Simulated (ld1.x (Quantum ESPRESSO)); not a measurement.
Building the ultrasoft potential for Mg (Z = 12) (LDA (PZ), fully relativistic).

Input for ld1.x (Quantum ESPRESSO) 7.5:

```
&input
   title='Mg', zed=12., rel=2, dft='PZ', iswitch=3,
   config='[Ne] 3s1.75 3p0.25 3d-2', rel_dist='average',
   nld=5, rlderiv=2.35, eminld=-5.0, emaxld=5.0, deld=0.02
 /
 &inputp
   pseudotype=3, tm=.true., lloc=-1, rcloc=1.85,
   nlcc=.false.,
   which_augfun='PSQ', rmatch_augfun=1.15,
   file_pseudopw='Mg.UPF', file_wfcaegen='ae.wfc', file_wfcncgen='nc.wfc', file_beta='beta', file_chi='chi', file_wfcusgen='us.wfc'
 /
6
3S  1  0   1.75   0.00  2.05  2.15  0.0
3S  1  0   0.00   1.60  2.05  2.15  0.0
2P  2  1   6.00   0.00  1.05  1.25  0.0
3P  3  1   0.25   0.00  1.05  1.25  0.0
3D  3  2  -2.00   0.10  1.20  1.65  0.0
3D  3  2  -2.00   1.60  1.20  1.65  0.0
 &test
   configts(1)='2p6 3s1.75 3p0.25'
 /
```

Command:

```bash
ld1.x < Mg.in > Mg.out
```

Output (shortened: banner, matrices, multipoles, cross overlaps and the repeated all-electron block are left out):

```
Program LD1 v.7.5
     --------------------------- All-electron run ----------------------------

     Mg
     dirac relativistic calculation

     atomic number is 12.00
     dft =PZ   lsd =0 sic =0 latt =0  beta=0.20 tr2=1.0E-14
     Exchange-correlation= PZ
                           (   1   1   0   0   0   0   0)
     mesh =1129 r(mesh) = 100.99726 a.u. xmin = -7.00 dx = 0.01250
     1 Ry =  13.60569312 eV, c = 137.03599908

     n l j   nl                  e(Ry)          e(Ha)          e(eV)
     Spin orbit split results
     1 0 0.5 1S 1( 2.00)       -92.1608       -46.0804     -1253.9118
     2 0 0.5 2S 1( 2.00)        -5.8668        -2.9334       -79.8225
     2 1 0.5 2P 1( 2.00)        -3.4869        -1.7434       -47.4410
     2 1 1.5 2P 1( 4.00)        -3.4656        -1.7328       -47.1524
     3 0 0.5 3S 1( 1.75)        -0.3717        -0.1859        -5.0574
     3 1 0.5 3P 1( 0.08)        -0.1176        -0.0588        -1.5994
     3 1 1.5 3P 1( 0.17)        -0.1170        -0.0585        -1.5920
     Averaged results
     1 0     1S 1( 2.00)       -92.1608       -46.0804     -1253.9118
     2 0     2S 1( 2.00)        -5.8668        -2.9334       -79.8225
     2 1     2P 1( 6.00)        -3.4727        -1.7364       -47.2486
     3 0     3S 1( 1.75)        -0.3717        -0.1859        -5.0574
     3 1     3P 1( 0.25)        -0.1172        -0.0586        -1.5945

     final scf error:  4.5E-15 reached in  21 iterations

     Etot =    -398.844476 Ry,    -199.422238 Ha,   -5426.555546 eV

     Ekin =     398.951785 Ry,     199.475892 Ha,    5428.015557 eV
     Encl =    -958.058617 Ry,    -479.029308 Ha,  -13035.051530 eV
     Eh   =     191.187918 Ry,      95.593959 Ha,    2601.244147 eV
     Exc  =     -30.925563 Ry,     -15.462781 Ha,    -420.763720 eV

     normalization and overlap integrals

     s(1S/1S) =  1.000000  <r> =   0.1311  <r2> =    0.0232  r(max) =   0.0854
     s(2S/2S) =  1.000000  <r> =   0.7006  <r2> =    0.5919  r(max) =   0.5502
     s(2P/2P) =  1.000000  <r> =   0.6889  <r2> =    0.6112  r(max) =   0.4736
     s(2P/2P) =  1.000000  <r> =   0.6913  <r2> =    0.6152  r(max) =   0.4796
     s(3S/3S) =  1.000000  <r> =   3.1052  <r2> =   11.3336  r(max) =   2.4970
     s(3P/3P) =  1.000000  <r> =   4.4746  <r2> =   24.1305  r(max) =   3.4559
     s(3P/3P) =  1.000000  <r> =   4.4843  <r2> =   24.2341  r(max) =   3.4559

     ------------------------ End of All-electron run ------------------------

     --------------------- Generating US pseudopotential ---------------------

      Generating local potential from pseudized AE potential:
      Matching radius rcloc =   1.8500

      Local pseudo, rcloc= 1.850 Estimated cut-off energy=     6.94 Ry

     Fully relativistic calculation: |psi|^2

     Wfc 3S LC norm =  0.99998136 SC norm =  0.00001603 missing  0.00000260

     Wfc 2P LC norm =  0.99979175 SC norm =  0.00020824 missing  0.00000002

     Wfc 2P LC norm =  0.99979273 SC norm =  0.00020723 missing  0.00000005

     Wfc 3P LC norm =  0.99999040 SC norm =  0.00000903 missing  0.00000058

     Wfc 3P LC norm =  0.99999043 SC norm =  0.00000599 missing  0.00000358
      Wfc-us  3S rcutus= 2.149  Estimated cut-off energy=     9.23 Ry
      Wfc-us  3S rcutus= 2.149  Estimated cut-off energy=    12.94 Ry
      Wfc-us  2P rcutus= 1.240  Estimated cut-off energy=    53.53 Ry
      Wfc-us  2P rcutus= 1.240  Estimated cut-off energy=    53.51 Ry
      Wfc-us  3P rcutus= 1.240  Estimated cut-off energy=   102.44 Ry
      Wfc-us  3P rcutus= 1.240  Estimated cut-off energy=   102.33 Ry
      Wfc-us  3D rcutus= 1.632  Estimated cut-off energy=    38.67 Ry
      Wfc-us  3D rcutus= 1.632  Estimated cut-off energy=    38.66 Ry
      Wfc-us  3D rcutus= 1.632  Estimated cut-off energy=    40.39 Ry
      Wfc-us  3D rcutus= 1.632  Estimated cut-off energy=    40.39 Ry

     Q pseudized with Bessel functions
     Expected ecutrho=     385.5147 due to l1=  2   l2=  2

     ------------------- End of pseudopotential generation -------------------

     Computing logarithmic derivative in   2.36048
     Computing logarithmic derivative in   2.36048
     Computing the partial wave expansion
     R is outside the sphere for l=    0 j= 0.50
     R is outside the sphere for l=    0 j= 0.50
     R is outside the sphere for l=    1 j= 0.50
     R is outside the sphere for l=    1 j= 0.50
     R is outside the sphere for l=    1 j= 1.50
     R is outside the sphere for l=    1 j= 1.50
     R is outside the sphere for l=    2 j= 1.50
     R is outside the sphere for l=    2 j= 1.50
     R is outside the sphere for l=    2 j= 2.50
     R is outside the sphere for l=    2 j= 2.50

     ---------------------- Testing the pseudopotential ----------------------

     Mg
     dirac relativistic calculation

     atomic number is 12.00   valence charge is  8.00
     dft =PZ   lsd =0 sic =0 latt =0  beta=0.20 tr2=1.0E-14
     mesh =1129 r(mesh) = 100.99726 xmin = -7.00 dx = 0.01250

     n l  j  nl             e AE (Ry)       e PS (Ry)    De AE-PS (Ry)
     2 1 0.5 2P   1( 2.00)       -3.48685       -3.48685       -0.00000
     2 1 1.5 2P   1( 4.00)       -3.46564       -3.46564       -0.00000
     1 0 0.5 3S   1( 1.75)       -0.37171       -0.37172        0.00000
     3 1 0.5 3P   1( 0.08)       -0.11755       -0.11755       -0.00000
     3 1 1.5 3P   1( 0.17)       -0.11701       -0.11701       -0.00000

     eps = 4.0E-15  iter =  3

     Etot =    -398.844476 Ry,    -199.422238 Ha,   -5426.555546 eV
     Etotps =   -75.331992 Ry,     -37.665996 Ha,   -1024.943967 eV

     Ekin =      23.342556 Ry,      11.671278 Ha,     317.591655 eV
     Encl =    -128.873423 Ry,     -64.436711 Ha,   -1753.412244 eV
     Ehrt =      57.384703 Ry,      28.692352 Ha,     780.758664 eV
     Ecxc =     -11.332572 Ry,      -5.666286 Ha,    -154.187497 eV
     Epseu=     -15.853257 Ry,      -7.926628 Ha,    -215.694545 eV

     ---------------------- End of pseudopotential test ----------------------
```

Generation and configuration tests took about 1.7 s on one core of a shared server CPU.

Transferability test of the new file with ld1.x, input:

```
&input
   title='Mg', zed=12., rel=2, dft='PZ', iswitch=2,
   config='[Ne] 3s1.75 3p0.25 3d-2', rel_dist='average'
 /
 &test
   file_pseudo='Mg.UPF', nconf=8,
   configts(1)='2p6 3s1.75 3p0.25',
   configts(2)='2p6 3s2 3p0',
   configts(3)='2p6 3s1 3p0',
   configts(4)='2p6 3s0 3p0',
   configts(5)='2p6 3s1 3p1',
   configts(6)='2p5 3s2 3p0',
   configts(7)='2p6 3s1.5 3p0',
   configts(8)='2p6 3s0 3p2'
 /
```

```bash
ld1.x < Mg.test.in > Mg.test.out
```

Pseudopotential blocks of its output, shortened (energy terms left out; the distinct warnings before each block abridged to one line each):

```
     ---------------------- Testing the pseudopotential ----------------------

     n l  j  nl             e AE (Ry)       e PS (Ry)    De AE-PS (Ry)
     2 1 0.5 2P   1( 2.00)       -3.48685       -3.48685       -0.00000
     2 1 1.5 2P   1( 4.00)       -3.46564       -3.46564       -0.00000
     1 0 0.5 3S   1( 1.75)       -0.37171       -0.37172        0.00000
     3 1 0.5 3P   1( 0.08)       -0.11755       -0.11755       -0.00000
     3 1 1.5 3P   1( 0.17)       -0.11701       -0.11701       -0.00000

     eps = 4.0E-15  iter =  3

     Etot =    -398.844476 Ry,    -199.422238 Ha,   -5426.555546 eV
     Etotps =   -75.331992 Ry,     -37.665996 Ha,   -1024.943967 eV

     ---------------------- End of pseudopotential test ----------------------

          ---------------------- Testing the pseudopotential ----------------------

     n l  j  nl             e AE (Ry)       e PS (Ry)    De AE-PS (Ry)
     2 1 0.5 2P   1( 2.00)       -3.44719       -3.44584       -0.00136
     2 1 1.5 2P   1( 4.00)       -3.42599       -3.42488       -0.00111
     1 0 0.5 3S   1( 2.00)       -0.35186       -0.35188        0.00002
     3 1 0.5 3P   1( 0.00)       -0.10156       -0.10157        0.00001
     3 1 1.5 3P   1( 0.00)       -0.10104       -0.10105        0.00001

     eps = 6.7E-16  iter =  9

     Etot =    -398.907598 Ry,    -199.453799 Ha,   -5427.414360 eV
     Etotps =   -75.395116 Ry,     -37.697558 Ha,   -1025.802812 eV
     dEtot_ae =      -0.063122 Ry
     dEtot_ps =      -0.063124 Ry,   Delta E=       0.000002 Ry

     ---------------------- End of pseudopotential test ----------------------

          ---------------------- Testing the pseudopotential ----------------------

     n l  j  nl             e AE (Ry)       e PS (Ry)    De AE-PS (Ry)
     2 1 0.5 2P   1( 2.00)       -4.11611       -4.11776        0.00165
     2 1 1.5 2P   1( 4.00)       -4.09483       -4.09594        0.00111
     1 0 0.5 3S   1( 1.00)       -0.84723       -0.84692       -0.00031
     3 1 0.5 3P   1( 0.00)       -0.52720       -0.52697       -0.00023
     3 1 1.5 3P   1( 0.00)       -0.52618       -0.52596       -0.00022

     eps = 2.2E-16  iter =  9

     Etot =    -398.314189 Ry,    -199.157095 Ha,   -5419.340627 eV
     Etotps =   -74.801802 Ry,     -37.400901 Ha,   -1017.730363 eV
     dEtot_ae =       0.530287 Ry
     dEtot_ps =       0.530190 Ry,   Delta E=       0.000097 Ry

     ---------------------- End of pseudopotential test ----------------------

          BEWARE! Errors in PS-KS equations
     Warning: n=1, l=0 expected 0 nodes, found 2
     Warning: n=2, l=1 expected 0 nodes, found 1
     Warning: n=3, l=1 expected 1 nodes, found 2
     ---------------------- Testing the pseudopotential ----------------------

     n l  j  nl             e AE (Ry)       e PS (Ry)    De AE-PS (Ry)
     2 1 0.5 2P   1( 2.00)       -4.92579       -4.92579        0.00000
     2 1 1.5 2P   1( 4.00)       -4.90437       -4.90437        0.00000
     1 0 0.5 3S   1( 0.00)       -1.31765       -1.31765        0.00000
     3 1 0.5 3P   1( 0.00)       -0.92753       -0.92753        0.00000
     3 1 1.5 3P   1( 0.00)       -0.92586       -0.92586        0.00000

     eps = 4.3E-30  iter =  3

     Etot =    -397.208152 Ry,    -198.604076 Ha,   -5404.292221 eV
     Etotps =   -29.469071 Ry,     -14.734535 Ha,    -400.947133 eV
     dEtot_ae =       1.636324 Ry
     dEtot_ps =      45.862921 Ry,   Delta E=     -44.226597 Ry

     ---------------------- End of pseudopotential test ----------------------
```

The test run then stopped with an error in chargeps: “negative rho”.
